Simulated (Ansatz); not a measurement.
CH2BFO, SMILES `FB1CO1`, relaxed with RKS PBE0-D4/def2-TZVP in Ansatz 0.2.0 from a PBE-D4/def2-SVP geometry. The force threshold is 0.005 eV/Å; the program also tests the step.

Total charge 0; spin multiplicity 1.

Start:

```xyz
6

F     0.851    1.471    1.319
B     0.456    0.576    0.434
C    -0.481   -0.423   -0.219
O     0.952   -0.011   -0.658
H    -1.244   -0.131   -0.963
H    -0.534   -1.483    0.088
```

```
step  energy (eV)  largest force (eV/Å)  largest move (Å)
   1   -6506.6459                 0.633             0.000
   2   -6506.6704                 0.294             0.017
   3   -6506.6741                 0.060             0.011
   4   -6506.6743                 0.031             0.004
   5   -6506.6743                 0.013             0.001
   6   -6506.6743                 0.003             0.001
```

End:

```xyz
6

F     0.838    1.455    1.306
B     0.450    0.569    0.428
C    -0.474   -0.419   -0.219
O     0.937   -0.016   -0.655
H    -1.225   -0.128   -0.948
H    -0.525   -1.460    0.087
```

It took 10 s on 2 threads of an Intel Xeon Platinum 8488C on a shared host, with 0.23 GiB of host memory at the peak.
